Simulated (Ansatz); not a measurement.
Basis-set extrapolation for CH7BOSSi, SMILES `[SiH3]BOCS` (PBE0-D4/def2-TZVP geometry, frozen core, Ansatz 0.2.0). Multiplicity 1, RHF reference.

|  | def2-TZVPP | def2-QZVPP |
| --- | --- | --- |
| HF | -828.046417 | -828.073439 |
| MP2 correlation | -0.810228 | -0.871200 |
| CCSD(T) correlation | -0.907656 | not run |

Energies in hartree. Use E(X) = E(∞) + A·exp(−7.88·√X) for Hartree–Fock and E(X) = E(∞) + B·X^(−2.97) for correlation, with X = 3 and 4, and add CCSD(T) minus MP2 of the smaller set to the MP2 limit.

Question: What is the CCSD(T) energy at the basis-set limit?

Answer: HF limit: -828.073439 + (-0.027022) × 0.13774 = -828.07716. MP2 limit: -0.871200 + (-0.060972) × 0.74074 = -0.91636. Higher-order term: -0.907656 − (-0.810228) = -0.09743. Total: -829.09095 hartree, 3.72 eV below CCSD(T)/def2-TZVPP.
